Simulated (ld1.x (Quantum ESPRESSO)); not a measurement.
# Ba (Z = 56): PAW pseudisation with PBEsol, scalar-relativistic reference atom.

```
Element                 : Ba (Z = 56)
Generator               : ld1.x (Quantum ESPRESSO) 7.5
Type                    : PAW
Functional              : PBEsol
Relativity              : scalar-relativistic
Frozen core             : [Kr] 4d10
Valence charge          : 10
Reference configuration : 5s2 5p6 5d0.5 6s1.5 6p0
Partial waves           : 5s (bound): rcut 2.20, rcutus 2.50 bohr; 6s (bound): rcut 2.20, rcutus 2.50 bohr; 5p (bound): rcut 3.15, rcutus 3.60 bohr; 6p (bound, empty): rcut 3.15, rcutus 3.60 bohr; 5d (bound): rcut 3.75, rcutus 4.40 bohr; 5d channel at 1 Ry: rcut 3.75, rcutus 4.40 bohr
Local potential         : all-electron potential smoothed inside 1.95 bohr (lloc = -1)
Core correction         : a·sin(br)/r model core, default radius (ld1.x builds one for every PAW set, though the input has nlcc=.false.)
Augmentation charge     : BESSEL, radius 2.20 bohr
```

Poles of the logarithmic derivatives, all-electron (AE) and pseudo (PS). s: poles at 0.4, 3.1 (AE) and 0.4, 3.5 (PS) Ry. p: poles at -1.3, 0.9, 3.8 (AE) and -1.3, -1.2, 0.7, 3.0 (PS) Ry. d: poles at 0.1, 1.9 (AE) and 0.1, 1.9, 3.9 (PS) Ry. Test radius 4.74 bohr.

* Configuration tests: test run stopped at test 3 of 7 (negative rho)
* Lowest eigenvalue of the overlap operator: -3.80 (s channel); it is negative, so in a basis up to 400 Ry S is not positive definite and the file is unfit for use

The ghost test of this file was not conclusive. Its overlap operator is not positive definite in a basis up to 400 Ry (lowest eigenvalue s -3.80, p -0.48), so the file is unfit for use: the generalised eigenproblem breaks down once the basis is large enough, and its test numbers describe a broken file.
